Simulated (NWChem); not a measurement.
**Cl4Sn in NWChem**

SMILES: [Cl][Sn]([Cl])([Cl])[Cl]
```xyz
5

Cl     1.8915     0.0000    -1.3374
Sn     0.0000     0.0000    -0.0001
Cl    -1.8915     0.0000    -1.3374
Cl     0.0000     1.8915     1.3375
Cl     0.0000    -1.8915     1.3375
```
Charge 0, spin multiplicity 1.

Everything below was run with NWChem. Structure: optimised with PBE0/def2-SVP with def2 effective core potentials on Sn, a minimum by its harmonic frequencies.

Symmetry labels belong to the abelian group C2v used in the runs, with the axes of the coordinates shown; states degenerate in a higher group split over its labels.

Effective core potentials replace the inner electrons of Sn; spin-orbit coupling is left out. B3LYP has NWChem's definition, with VWN1-RPA local correlation. The structure started from a generated list of species.

Question: List the lowest 3 singlet excitations that TD-B3LYP/def2-SVP with def2 effective core potentials on Sn, VWN1-RPA local correlation gives, with oscillator strengths.

Answer: 
```tsv
state	symmetry	energy (eV)	wavelength (nm)	f
1	b2	4.56	272	0.000
2	a2	4.56	272	0.000
3	b1	4.56	272	0.000
```
